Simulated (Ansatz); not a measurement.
SSi, triplet, at a GFN2-xTB geometry (the spin is typed, not shown lowest). Base run: MP2/def2-SVP in Ansatz (a quantum-chemistry and plane-wave program).

Ansatz was given this input:
Ansatz 0.2 input:
```yaml
crystal:
  periodic: [false, false, false]
  atoms:
    - {symbol: Si, position_ang: [-0.00000000, -0.00000000, -1.11967259]}
    - {symbol: S, position_ang: [0.00000000, 0.00000000, 0.97971351]}
basis:
  gaussian:
    orbitals: def2-SVP
magnetization: {spin_polarized: true, initial_magnetization: 2}
correlation: {method: mp2}
```

Each row names what was changed in the base input (with any setting that the change needs).

```
change                         ΔE vs base (kcal/mol)  MP2 correlation (Eh)  basis functions
-----------------------------  ---------------------  --------------------  ---------------
base                                           0.000              -0.15672               36
method = ccsd                                      …              -0.15672               36
lower_state_search = off                           …                     …               36
method = bccd_t                               -24.35              -0.15672               36
method = ccsd_t                               -24.33              -0.15672               36
method = rpa                                  -25.04                     -               36
accuracy = high                               -0.001              -0.15672               36
electrons = all                                    …                     …               36
electrons = outside_noble_gas                  0.000              -0.15672               36
reference functional = pbe0                    -2.72                     -               36
```

**Question.** Some entries are withheld; supply them.

**Answer.** 
- method = ccsd, ΔE vs base (kcal/mol): -20.36
- lower_state_search = off, ΔE vs base (kcal/mol): 7.01
- lower_state_search = off, MP2 correlation (Eh): -0.17836
- electrons = all, ΔE vs base (kcal/mol): -10.40
- electrons = all, MP2 correlation (Eh): -0.17329
